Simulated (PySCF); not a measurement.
The numbers are results of PBE0-D3(BJ)/def2-TZVP // PBE0-D3(BJ)/def2-SVP (PySCF 2.14.0), not measurements. All species are isolated molecules in the gas phase. One relaxed conformer stands for a flexible species; it need not be the lowest. Excitations are Tamm–Dancoff values on a coarser integration grid. The basis has no diffuse functions, so Rydberg states are missing or too high.

Reference species (SMILES): `[Sn]([SH])([SH])([SH])[SH]` (neutral, multiplicity 1).

The S1–T1 gap (TDA) is 0.42 eV and the S1 excitation (TDA) is 4.30 eV. The HOMO is -7.71 eV and the LUMO comes out as -2.19 eV.

Changed species: `C[O][Sn]([O]C)([O]C)[O]C` (0 of 4 OCH3 replaced by SH; the reference has 4 of 4 OCH3 replaced by SH).

Task: Predict the effect on the S1–T1 gap (TDA), S1 excitation (TDA), HOMO and LUMO.

Result: the S1–T1 gap (TDA) falls by 0.03 eV, to 0.39 eV; the S1 excitation (TDA) rises by 0.50 eV, to 4.80 eV; the HOMO drops by 0.24 eV, to -7.95 eV; the LUMO goes up by 0.54 eV, to -1.65 eV.
